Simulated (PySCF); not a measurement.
B3H6N3.

```xyz
12

B      1.4488     0.0000     0.0000
N      0.7046     1.2204     0.0000
B     -0.7244     1.2547     0.0000
N     -1.4092     0.0000     0.0000
B     -0.7244    -1.2547     0.0000
N      0.7046    -1.2204     0.0000
H      2.6559     0.0000     0.0000
H      1.2111     2.0977     0.0000
H     -1.3280     2.3001     0.0000
H     -2.4222     0.0000     0.0000
H     -1.3280    -2.3001     0.0000
H      1.2111    -2.0977     0.0000
```
Charge 0, spin multiplicity 1.

Coordinates come from a B3LYP-D3(BJ)/def2-SVP optimisation.

Computed with KT2/pcSseg-1 (PySCF). Non-relativistic, no solvent.

Computed absolute GIAO shielding of each atom: isotropic value and principal components (ppm):
```
atom  σ(iso)    σ11    σ22    σ33   span
----  ------  -----  -----  -----  -----
B1      76.7   50.9   65.0  114.4   63.5
N2     117.1  -26.6  153.1  224.8  251.3
B3      76.7   50.9   65.0  114.4   63.5
N4     117.1  -26.6  153.1  224.8  251.3
B5      76.7   50.9   65.0  114.4   63.5
N6     117.1  -26.6  153.1  224.8  251.3
H7      26.5   23.9   26.9   28.8    4.9
H8      25.4   21.8   25.2   29.3    7.5
H9      26.5   23.9   26.9   28.8    4.9
H10     25.4   21.8   25.2   29.3    7.5
H11     26.5   23.9   26.9   28.8    4.9
H12     25.4   21.8   25.2   29.3    7.5
```
